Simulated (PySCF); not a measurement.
## TDDFT excited states: C5H2ClFO2

Compound: C₅H₂ClFO₂.
Bonds: O1–C2 (double), C2–F3, C2–C4, C4–O5 (aromatic), O5–C6 (aromatic), C6–C7 (aromatic), C7–C8 (aromatic), C8–Cl9, C4–C8 (aromatic). Hydrogens: H10 on C6; H11 on C7.

Level of theory: PySCF 2.14.0, density-fitted response routines, TDDFT PBE0/def2-SVPD, vertical, gas phase, core orbitals frozen in the response. Geometry: GFN2-xTB, one conformer, isolated molecule. Torsions of this conformer, `[O:1]=[C:2]([F:3])[c:4]1[o:5][cH:6][cH:7][c:8]1[Cl:9]`: O1–C2–C4–O5 180°.

Question: What does the calculation give for the low-lying excited states?

Answer: 

```tsv
state	λ (nm)	E (eV)	f	symmetry	main configurations (H = HOMO, L = LUMO)
S1	241.8	5.13	0.293	A′	H→L (97%)
S2	241.0	5.14	0.0001	–	H-2→L (90%)
S3	220.9	5.61	0.108	A′	H-1→L (90%)
S4	202.0	6.14	0.0000	–	H-3→L (91%)
S5	183.7	6.75	0.0002	–	H→L+2 (92%)
S6	178.5	6.95	0.178	A′	H→L+1 (85%)
S7	172.2	7.20	0.0069	A″	H→L+3 (90%)
S8	162.1	7.65	0.0016	–	H-1→L+2 (85%)
```

Triplets, Tamm–Dancoff:

```csv
state,E (eV),λ (nm),"main configurations (H = HOMO, L = LUMO)"
T1,3.24,382.7,H→L (96%)
T2,4.57,271.5,H-1→L (88%)
T3,4.73,262.3,"H-2→L (83%), H-3→L (10%)"
```

The lowest singlet comes at 242 nm (495 kJ/mol) in the ultraviolet; it is strong; its leading configuration is HOMO→LUMO (97%). The lowest level is also the most intense of those listed (f = 0.293). Löwdin shares by element: HOMO carbon 58% or more, chlorine 13% (atoms not listed hold the other 29%); LUMO carbon 46% or more, oxygen 16% or more (atoms not listed hold the other 37%). Orbital energies (eV): HOMO-3 -9.83, HOMO-2 -9.10, HOMO-1 -8.73, HOMO -7.78, LUMO -2.21, LUMO+1 0.06, LUMO+2 0.32. Weighted by f, the mean energy of these states is 5.80 eV. The listed states span 2.52 eV, and the widest gap between neighbours is 0.61 eV (S4 to S5). Symmetry labels in Cs follow from the direction of the transition dipole and are given only for states with f of 0.002 or more. Singlets were solved by full linear response, triplets in the Tamm–Dancoff approximation.
